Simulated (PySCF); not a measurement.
# Molecular orbitals of TlH

PBE0 at R = 1.911 Å; PySCF, scalar-relativistic core potentials, basis sets Tl cc-pVTZ-PP with ECP60, H cc-pVTZ. State: ¹Σ⁺ (singlet), closed shell. Only the outer orbitals are listed, counted within each symmetry, core potentials removing the inner ones.

```tsv
orbital	occ.	ε (eV)	on Tl (%)	main shells (%)
1δ	2	-17.73	100	100 Tl d
1δ	2	-17.73	100	100 Tl d
3σ	2	-17.46	99	99 Tl d
2π	2	-17.40	100	100 Tl d
2π	2	-17.40	100	100 Tl d
4σ	2	-11.06	86	84 Tl s, 14 H s
5σ	2	-5.70	55	45 H s, 40 Tl p, 12 Tl s
3π	0	-1.64	100	100 Tl p
3π	0	-1.64	100	100 Tl p
6σ	0	1.31	77	67 Tl p, 23 H s, 8 Tl s
```

Q: Which are the highest filled and the lowest empty level, where do they sit, and how wide is the gap?

A: Highest filled 5σ at -5.70 eV (in %: 45 H s, 40 Tl p, 12 Tl s); lowest empty 3π at -1.64 eV (in %: 100 Tl p); the gap at PBE0 is 4.06 eV.

| Property | Result |
| --- | --- |
| bond order (Mayer) | 0.93 |
| ⟨S²⟩ | 0.000 |
| charge on Tl (Mulliken, basis-dependent) | 0.22 |
| charge on Tl (Löwdin, basis-dependent) | 0.27 |
| dipole moment (positive dipole means Tl(−)H(+)) | -1.36 D |
| polarisability along the bond | 60.5 bohr³ |
| polarisability across the bond | 34.4 bohr³ |

These are scalar-relativistic numbers at best; spin–orbit coupling would shift them, the dissociation energy most.
